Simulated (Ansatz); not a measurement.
Stepwise reaction of `CC(C)[NH][AlH2]` with hydrogen fluoride, as a gas-phase model of exchange steps in deposition or etching. ΔE in kJ/mol.

Gas-phase electronic energies from Ansatz, PBE0-D4/def2-TZVP geometries. CCSD(T)/CBS adds triple-zeta CCSD(T) − MP2 to the extrapolated MP2 energy (def2 sets, frozen cores). This one scheme is used for every species. DFT in def2-TZVPP. B3LYP here is the variant with VWN-RPA as its local correlation; programs differ in this. Each species was taken in one conformer, which may not be the lowest.

```json
{"step": "2", "reaction": "`CC(C)[NH][AlH][F]` + H–F → `CC(C)[NH][Al]([F])[F]` + H₂", "PBE-D4": "-151.3", "B3LYP-D4": "-160.1", "ωB97M-V": "-157.8", "CCSD(T)/CBS": "-157.9"}
```

Problem. Give the row of step 1, `CC(C)[NH][AlH2]` + H–F → `CC(C)[NH][AlH][F]` + H₂. (Estimate.)

Solution. Ansatz gave: 
```tsv
step	reaction	PBE-D4	B3LYP-D4	ωB97M-V	CCSD(T)/CBS
1	`CC(C)[NH][AlH2]` + H–F → `CC(C)[NH][AlH][F]` + H₂	-161.6	-170.3	-168.7	-168.3
```

Problem. By hand: ΔE of the 2 steps together at CCSD(T)/CBS.

Solution. (-168.3) + (-157.9) = -326.2 kJ/mol, or -163.1 kJ/mol a step.

In ΔE each step is higher than the one before. All are downhill at CCSD(T)/CBS. PBE-D4 differs from CCSD(T)/CBS by 6.6 to 6.7 kJ/mol a step. Isolated molecules leave out the surface, adducts and barriers. Largest T1 diagnostic: 0.011.
